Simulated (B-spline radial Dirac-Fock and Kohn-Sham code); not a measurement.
**Relativistic shifts of the levels of Ar⁷⁺**

System: the Ar⁷⁺ ion, configuration 1s2 2s2 2p6 3s1.

Both columns are ΔSCF binding energies of the configuration average from a radial finite-basis atomic code: non-relativistic Hartree-Fock with a point nucleus, and Dirac-Fock with a finite nucleus and the Coulomb interaction alone, averaged over the two j levels with weights 2j+1.

```
shell  Hartree-Fock (eV)  Dirac-Fock (eV)  shift (eV)  shift (%)
   2p              394.3            394.6       +0.28      +0.07
   3s              142.5            143.0       +0.51      +0.36
```

Relativity binds 2p, 3s more strongly, among those listed most of all 3s in relative terms.

Values without a named source are computed, but for edge energies of neutral atoms, which are taken from tables.
